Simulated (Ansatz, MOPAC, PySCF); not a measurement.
Species: BiF₃, net charge 0, singlet state. SMILES: [F][Bi]([F])[F]
Geometry from a B3LYP-D3(BJ)/def2-TZVP (Ansatz, an electronic-structure program) optimisation:
```
Bi
F 1 2.0046
F 1 2.0046 2 95.78
F 1 2.0046 2 95.78 3 96.44
```
Charge 0, spin multiplicity 1.

Wanted: size of the dipole moment, in D. Conventions: spin-orbit terms left out; LANL2DZ with its own core potentials from Na on; dispersion terms only where a functional's name holds one; 6-31G* and kin with 6d, 5d where marked; def2 sets with scalar-relativistic core potentials past Kr. Ab initio and DFT rows: single points at B3LYP-D3(BJ) geometries (Ansatz). Semi-empirical rows: dipoles at the shared geometry.

| level | program | size of the dipole moment (D) |
|---|---|---|
| AM1 | MOPAC | 8.20 |
| PM3 | MOPAC | 5.77 |
| MNDO | MOPAC | 9.25 |
| SVWN5/6-31G* with LANL2DZ past Ar | Ansatz | 4.53 |
| PBE/LANL2DZ | Ansatz | 5.40 |
| BLYP/6-31G* with LANL2DZ past Ar | Ansatz | 4.47 |
| BP86/def2-SVP | PySCF | 4.56 |
| BP86/6-31G* with LANL2DZ past Ar (5d) | PySCF | 4.54 |
| B3LYP/6-31G* with LANL2DZ past Ar | Ansatz | 4.93 |

No value to compare with is used here. The 9 habitual levels span 4.47 (BLYP/6-31G* with LANL2DZ past Ar) to 9.25 D (MNDO).

The levels are drawn from those run, B3LYP/6-31G* more often than the rest, none by its result; runs whose electronic state is in doubt are left out.
